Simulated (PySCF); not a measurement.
# Running PySCF for As³⁺

Input:

```python
from pyscf import gto, scf

mol = gto.M(
    atom='As 0 0 0',
    basis='def2-tzvpp',
    charge=3,
    spin=0,
    verbose=4,
)
mf = scf.RHF(mol)
mf.kernel()
mf.analyze()
print('orbital energies (hartree):', mf.mo_energy[..., max(0, mol.nelec[1]-3):mol.nelec[0]+3].round(4))
```

```bash
$ OMP_NUM_THREADS=1 python input.py
```

The log (some set-up lines and the per-cycle HOMO/LUMO lines with their warnings removed):

```
PySCF version 2.14.0

[INPUT] Symbol           X                Y                Z      unit          X                Y                Z       unit  Magmom
[INPUT]  1 As     0.000000000000   0.000000000000   0.000000000000 AA    0.000000000000   0.000000000000   0.000000000000 Bohr   0.0

nuclear repulsion = 0
number of shells = 16
number of NR pGTOs = 103
number of NR cGTOs = 48
basis = def2-tzvpp
ecp = {}

******** <class 'pyscf.scf.hf.RHF'> ********
method = RHF
initial guess = minao
damping factor = 0
level_shift factor = 0
DIIS = <class 'pyscf.scf.diis.CDIIS'>
SCF conv_tol = 1e-09
SCF max_cycles = 50
Initial guess from minao.
init E= -2233.11987236451
cycle= 1 E= -2232.11376060365  delta_E= 1.01  |g|= 0.52  |ddm|= 1.25
cycle= 2 E= -2232.17311389868  delta_E= -0.0594  |g|= 0.28  |ddm|= 1.25
cycle= 3 E= -2232.17824322877  delta_E= -0.00513  |g|= 0.0281  |ddm|= 0.177
cycle= 4 E= -2232.17855841966  delta_E= -0.000315  |g|= 0.00391  |ddm|= 0.123
cycle= 5 E= -2232.17856128659  delta_E= -2.87e-06  |g|= 0.000137  |ddm|= 0.0107
cycle= 6 E= -2232.17856128911  delta_E= -2.51e-09  |g|= 6.67e-06  |ddm|= 0.00015
cycle= 7 E= -2232.17856128911  delta_E= -5e-12  |g|= 1.59e-07  |ddm|= 6.36e-06
Extra cycle  E= -2232.17856128911  delta_E= 4.55e-13  |g|= 3.55e-08  |ddm|= 2.27e-07
converged SCF energy = -2232.17856128911
**** SCF Summaries ****
Total Energy =                       -2232.178561289110348
Nuclear Repulsion Energy =               0.000000000000000
One-electron Energy =                -3073.993444454729797
Two-electron Energy =                  841.814883165619449
Two-electron Coulomb Energy =          922.419369366939804
DFT Exchange-Correlation Energy =      -80.604486201320356
**** MO energy ****
[4 lines left out]
MO #5   energy= -51.4374415438061  occ= 2
MO #6   energy= -9.30212777321129  occ= 2
MO #7   energy= -7.14712241068599  occ= 2
MO #8   energy= -7.14712241068595  occ= 2
MO #9   energy= -7.14712241068594  occ= 2
MO #10  energy= -3.38088365963298  occ= 2
MO #11  energy= -3.38088365963297  occ= 2
MO #12  energy= -3.38088365963296  occ= 2
MO #13  energy= -3.38088365963295  occ= 2
MO #14  energy= -3.38088365963295  occ= 2
MO #15  energy= -1.74073527846306  occ= 2
MO #16  energy= -0.995777359411316 occ= 0
MO #17  energy= -0.995777359411306 occ= 0
MO #18  energy= -0.995777359411303 occ= 0
[30 lines left out]
 ** Mulliken pop on meta-lowdin orthogonal AOs  **
 ** Mulliken pop  **
pop of  0 As 1s           1.99998
pop of  0 As 2s           1.99979
pop of  0 As 3s           1.99863
pop of  0 As 4s           1.96006
pop of  0 As 5s           0.04051
pop of  0 As 6s           0.00104
pop of  0 As 2px          1.99998
pop of  0 As 2py          1.99998
pop of  0 As 2pz          1.99998
pop of  0 As 3px          1.99985
pop of  0 As 3py          1.99985
pop of  0 As 3pz          1.99985
[36 lines left out]
 ** Mulliken atomic charges  **
charge of    0As =      3.00000

WARN: System has nonzero charge 3; the dipole moment is origin-dependent.
Location of origin: [0. 0. 0.]

Dipole moment(X, Y, Z, Debye):  0.00000, -0.00000,  0.00000
orbital energies (hartree): [-3.3809 -3.3809 -1.7407 -0.9958 -0.9958 -0.9958]
```

In short: E(SCF) = -2232.178561 Eh, 7 cycles.

Hardware: Intel Xeon 6975P-C, 1 thread, shared host. Wall time 0.62 s, peak memory 0.12 GiB.
